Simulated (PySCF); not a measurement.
Species: delta-valerolactone, C5H8O2.
Atom-mapped SMILES: `[O:1]=[C:2]1[CH2:3][CH2:4][CH2:5][CH2:6][O:7]1` (hydrogens: H8, H9 on C3; H10, H11 on C4; H12, H13 on C5; H14, H15 on C6)

The same species was optimised twice, with GFN2-xTB and with PBE0-D3(BJ)/def2-SVP (PySCF), and the same property calculations (PySCF, gas phase) were run on both structures.

| coordinate | GFN2-xTB | PBE0-D3(BJ)/def2-SVP | change |
| --- | --- | --- | --- |
| C2–O7 (Å) | 1.337 | 1.347 | +0.010 |
| C5–C6 (Å) | 1.521 | 1.512 | -0.009 |
| C4–C5 (Å) | 1.524 | 1.519 | -0.005 |
| O1=C2 (Å) | 1.202 | 1.198 | -0.004 |
| C2–C3 (Å) | 1.519 | 1.516 | -0.003 |
| C3–C4 (Å) | 1.524 | 1.521 | -0.003 |
| C6–O7 (Å) | 1.422 | 1.422 | 0.000 |
| C3–C2–O7 (°) | 119.8 | 118.2 | -1.6 |
| C4–C5–C6 (°) | 107.9 | 109.2 | +1.3 |
| O1–C2–C3 (°) | 121.6 | 122.5 | +0.9 |
| C2–C3–C4 (°) | 114.7 | 115.6 | +0.9 |
| C3–C4–C5 (°) | 108.1 | 108.8 | +0.7 |
| O1–C2–O7 (°) | 118.6 | 119.2 | +0.6 |
| C2–O7–C6 (°) | 123.1 | 123.6 | +0.5 |
| C5–C6–O7 (°) | 113.8 | 113.9 | +0.1 |

Rotational constants: A = 4690, B = 2592, C = 1793 MHz (GFN2-xTB) against A = 4707, B = 2571, C = 1780 MHz (PBE0-D3(BJ)/def2-SVP). Point groups within 0.08 Å: C1 and C1.

On the GFN2-xTB structure: isotropic polarisability (au) 63.1 [CAM-B3LYP/def2-SVPD]; HOMO (eV) -9.17 [CAM-B3LYP/def2-SVPD]; LUMO (eV) 0.90 [CAM-B3LYP/def2-SVPD]; dipole (D) 5.14 [CAM-B3LYP/def2-SVPD]; HOMO (eV) -7.58 [PBE0/pcSseg-1]; LUMO (eV) 0.27 [PBE0/pcSseg-1]; dipole (D) 4.94 [PBE0/pcSseg-1]; GIAO shielding of O1 (ppm) -131.7 [PBE0/pcSseg-1]; GIAO shielding of C2 (ppm) 16.6 [PBE0/pcSseg-1]; GIAO shielding of C3 (ppm) 152.8 [PBE0/pcSseg-1]; GIAO shielding of C4 (ppm) 161.9 [PBE0/pcSseg-1]; GIAO shielding of C5 (ppm) 159.7 [PBE0/pcSseg-1]; GIAO shielding of C6 (ppm) 115.6 [PBE0/pcSseg-1]; GIAO shielding of O7 (ppm) 126.6 [PBE0/pcSseg-1].

Question: What do these properties become on the PBE0-D3(BJ)/def2-SVP structure?

Answer: 
| property | level | on GFN2-xTB | on PBE0-D3(BJ)/def2-SVP | change |
| --- | --- | --- | --- | --- |
| isotropic polarisability (au) | CAM-B3LYP/def2-SVPD | 63.1 | 63.7 | +0.6 |
| HOMO (eV) | CAM-B3LYP/def2-SVPD | -9.17 | -9.24 | -0.07 |
| LUMO (eV) | CAM-B3LYP/def2-SVPD | 0.90 | 0.86 | -0.04 |
| dipole (D) | CAM-B3LYP/def2-SVPD | 5.14 | 5.06 | -0.08 |
| energy, GFN2-xTB geometry as zero (kcal/mol) | CAM-B3LYP/def2-SVPD | 0.0 | -0.4 | -0.4 |
| HOMO (eV) | PBE0/pcSseg-1 | -7.58 | -7.65 | -0.07 |
| LUMO (eV) | PBE0/pcSseg-1 | 0.27 | 0.21 | -0.06 |
| dipole (D) | PBE0/pcSseg-1 | 4.94 | 4.86 | -0.08 |
| energy, GFN2-xTB geometry as zero (kcal/mol) | PBE0/pcSseg-1 | 0.0 | -0.4 | -0.4 |
| GIAO shielding of O1 (ppm) | PBE0/pcSseg-1 | -131.7 | -128.1 | +3.6 |
| GIAO shielding of C2 (ppm) | PBE0/pcSseg-1 | 16.6 | 17.1 | +0.5 |
| GIAO shielding of C3 (ppm) | PBE0/pcSseg-1 | 152.8 | 152.3 | -0.5 |
| GIAO shielding of C4 (ppm) | PBE0/pcSseg-1 | 161.9 | 161.1 | -0.8 |
| GIAO shielding of C5 (ppm) | PBE0/pcSseg-1 | 159.7 | 159.3 | -0.4 |
| GIAO shielding of C6 (ppm) | PBE0/pcSseg-1 | 115.6 | 115.1 | -0.5 |
| GIAO shielding of O7 (ppm) | PBE0/pcSseg-1 | 126.6 | 125.5 | -1.1 |

The heavy atoms differ by 0.035 Å rms after alignment. Among bonds between heavy atoms C2–O7 and C5–C6 change most and about equally (-0.009 to +0.010 Å). Changes are differences of the printed values. Neither structure is proved a minimum here.
